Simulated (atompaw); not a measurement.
**An all-electron radial function and its pseudo partner (molybdenum (Mo))**

Columns: radius, all-electron u(r) and pseudo u(r) of the 4d shell (level -5.03 eV) of molybdenum in the configuration [Ar] 3d10 4s2 4p6 4d5 5s0 5p1; PBE, scalar-relativistic, PAW (atompaw) scheme, atompaw 4.2.0.5.

```csv
r (bohr),all-electron,pseudo
0.096,-0.1172,0.0005
0.192,-0.3025,0.0042
0.288,-0.3416,0.0140
0.385,-0.2468,0.0324
0.481,-0.0859,0.0607
0.577,0.0923,0.0996
0.673,0.2599,0.1490
0.769,0.4042,0.2075
0.865,0.5208,0.2730
0.962,0.6105,0.3432
1.058,0.6738,0.4134
1.154,0.7154,0.4807
1.250,0.7392,0.5417
1.346,0.7489,0.5933
1.442,0.7477,0.6333
1.538,0.7384,0.6606
1.635,0.7227,0.6747
1.731,0.7029,0.6764
1.827,0.6801,0.6676
1.923,0.6554,0.6506
2.019,0.6296,0.6283
2.115,0.6032,0.6030
2.212,0.5764,0.5764
2.308,0.5502,0.5502
2.404,0.5243,0.5243
2.500,0.4992,0.4992
```

**Question.** How many radial nodes do the two functions have?

**Answer.** The all-electron 4d function has n − l − 1 = 1; the pseudo-wave has 0, since the states of the same l below it are removed with the core.

**Question.** At about which radius was the pseudo-wave matched?

**Answer.** 2.30 bohr. The columns agree to 0.0005 from 2.12 bohr on; several derivatives are matched, so the curves merge somewhat inside the radius.

**Question.** Is the pseudo-wave norm-conserving?

**Answer.** No, it belongs to a PAW set: the norm inside the radius is not constrained, and the difference is carried by the augmentation charge.
